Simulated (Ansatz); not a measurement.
The cluster Cu2O2, relaxed as a singlet with RKS PBE0-D4/def2-SVP in Ansatz, starting from the GFN2-xTB geometry. Force threshold 0.02 eV/Å.

The restricted singlet is unstable towards broken spin symmetry at other levels; at PBE0-D4/def2-SVP this wasn't settled. The structure comes from a short search, and lower isomers may exist.

Start:

```xyz
4

Cu   -1.195   -0.283    0.387
Cu    1.195    0.284   -0.386
O     0.412   -0.895    0.615
O    -0.412    0.895   -0.617
```

```tsv
step	energy (eV)	largest force component (eV/Å)	SCF passes
1	-93338.4899	3.735	34
2	-93339.0139	1.865	40
3	-93339.0749	1.541	50
4	-93339.2348	0.166	42
5	-93339.2373	0.025	43
6	-93339.2373	0.002	29
```

Force components are those of the run's own axes.

End:

```xyz
4

Cu   -1.087   -0.258    0.352
Cu    1.087    0.258   -0.352
O     0.485   -1.053    0.725
O    -0.484    1.053   -0.725
```

By distances, no bond broke or formed. The bond that changes most is Cu2–O3, from 1.73 to 1.80 Å (atoms count from 1).

No frequencies were taken in this run, so the end may be a saddle point.

Run time 10 s (4 threads of Arm Neoverse V2 on a shared host).
